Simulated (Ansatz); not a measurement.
The same path of AlClFH₃O₂ (8 atoms, charge 0, multiplicity 1) was run twice with different band settings. Lost on the way: H5–F6. Made: Cl2–H5.

Computed with RKS PBE0/def2-SVP (Ansatz).

Relaxed end points:

```xyz
8
Properties=species:S:1:pos:R:3
Al 0.124 0.177 -0.154
Cl 1.900 -1.027 0.182
O -0.411 0.197 -1.760
O -0.212 1.443 0.922
H 0.051 -1.906 0.654
F -0.789 -1.447 0.584
H -0.935 0.899 -2.146
H 0.271 1.663 1.718
```

```xyz
8
Properties=species:S:1:pos:R:3
Al -0.299 0.333 -0.051
Cl 1.749 -1.321 0.094
O -0.444 0.696 -1.695
O 0.089 1.585 1.014
H 0.632 -1.880 0.490
F -1.033 -1.076 0.552
H -0.815 0.132 -2.372
H 0.122 1.531 1.968
```

Common settings: movable images 7; climbing image yes; spring 5.0 eV/Å²; optimiser quadratic models (default); force threshold 0.03 eV/Å; iteration limit 60; end points relaxed.

| run | start path |
| --- | --- |
| 1 | through a guess of the saddle point |
| 2 | straight line |

**Question.** What does each run give, and how far can it be trusted?

**Answer.** Run 1: converged after 27 iterations, highest image 0.261 eV above the first end. The profile has 2 maxima (images 2, 4) with wells between them (image 3): this band takes more than one step, which may be the mechanism or a detour left from its start path. A vibrational analysis at the climbing image gives one clearly imaginary mode, 408i cm⁻¹: a first-order saddle point.
Run 2: converged after 31 iterations, highest image 0.218 eV above the first end. The profile has 2 maxima (images 5, 7) with wells between them (image 6): this band takes more than one step, which may be the mechanism or a detour left from its start path. A structure lower than the last end lies on the path between it and the top, so the climb from that side starts below the end, which may itself be a saddle point or a shallow side well. The order of the stationary point at the top wasn't checked.
The orbitals stay closed-shell, which can raise the energy where a bond breaks towards radicals; this wasn't checked here.
